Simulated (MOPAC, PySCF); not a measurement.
CH₆B₂, SMILES `BBC`, neutral singlet in the gas phase. 

Z-matrix (Å, degrees):
```
B
H 1 1.2096
C 1 1.5641 2 115.89
H 3 1.0903 1 116.36 2 178.67
H 3 1.0967 4 108.80 1 124.11
H 3 1.0976 4 108.51 5 113.26
B 1 1.6383 2 115.98 3 -179.70
H 7 1.2012 1 122.27 2 88.89
H 7 1.2012 8 115.54 1 177.86
```
Charge 0, multiplicity 1.

All levels are single points at this geometry (PBE0-D3(BJ)/def2-TZVP); Pople sets use spherical d functions. Orbital energies aren't observables, and empty levels follow the basis.

```csv
level,HOMO (eV),LUMO (eV),gap (eV),dipole (D),"vertical IE, Delta-SCF (eV)"
PBE-D3(BJ)/def2-TZVP in PySCF,-6.68,-2.55,4.13,0.81,–
PBE0-D3(BJ)/def2-TZVP in PySCF,-8.01,-1.54,6.47,0.73,–
B3LYP/6-311+G** in PySCF,-7.86,-1.80,6.06,0.68,–
B3LYP/6-31G* in PySCF,-7.59,-1.30,6.30,0.74,10.29
BP86/6-31G* in PySCF,-6.53,-2.21,4.32,0.84,–
PBE/6-31G* in PySCF,-6.40,-2.14,4.27,0.84,9.97
HF/3-21G in PySCF,-11.27,2.48,13.75,0.56,–
AM1 in MOPAC,-10.20,1.46,11.66,0.58,–
PM7 in MOPAC,-10.10,-0.39,9.72,0.35,–
```
